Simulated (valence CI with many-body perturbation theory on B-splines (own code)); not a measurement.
## Questions on Bi52+

Calculated by valence CI with perturbative core correlation (CI+MBPT): three valence electrons over a frozen Dirac-Fock core [Ar] 3d10, a basis of 11 s, 11 p, 9 d, 7 f, 5 g, 2 h, 1 i functions for each j, with the one-electron correlation potential Σ1 (screened to all orders), the two-electron term Σ2, the three-electron term Σ3, Breit, model QED; selected single and double excitations, second order for the rest (own B-spline code, finite nucleus).

No measured spectrum was set against this ion. As an estimate, large intervals hold to a few tenths of a per cent, small ones and those within an open d or f shell to about a per cent.

Levels are named by their leading jj configuration (3d3/2^4 stands for four electrons in 3d with j = 3/2), which in mixed levels can hold well under half, so a name can repeat and another be missing.

Rates and lifetimes use the calculated energies. Strong lines usually hold to 10 to 20 %, long lifetimes can be off by a factor of two.

Problem. What is the ground level?

Solution. (4s^2 4p1/2) J=1/2, composition 100 % 4s2 4p 2P°, g = 0.656.

Problem. What are the static dipole polarisabilities of the lowest levels?

Solution. (4s^2 4p1/2) J=1/2 0.0165 bohr³, of which the core gives 0.00117.

Problem. Among levels below 63.049 Ry, which E1 lines absorb most strongly from the ground level?

Solution. to (4s^2 4d3/2) J=3/2 at 3.303 nm, f = 0.877; to (4s 4p1/2 4p3/2) J=3/2 at 3.998 nm, f = 0.451; to (4s 4p1/2 4p3/2) J=1/2 at 3.968 nm, f = 0.403.

Problem. Where does the other parity begin?

Solution. At (4s 4p1/2^2) J=1/2, 8.887 Ry.

Problem. How well does LS coupling describe the low levels?

Solution. Among the lowest 20 levels the leading LS term, summed over configurations, holds 66 % on average. For single configurations the figures are 65 % in LS and 97 % in jj coupling. Terms mix most in the J = 3/2 level at 36.544 Ry, where the leading one holds 34 %.
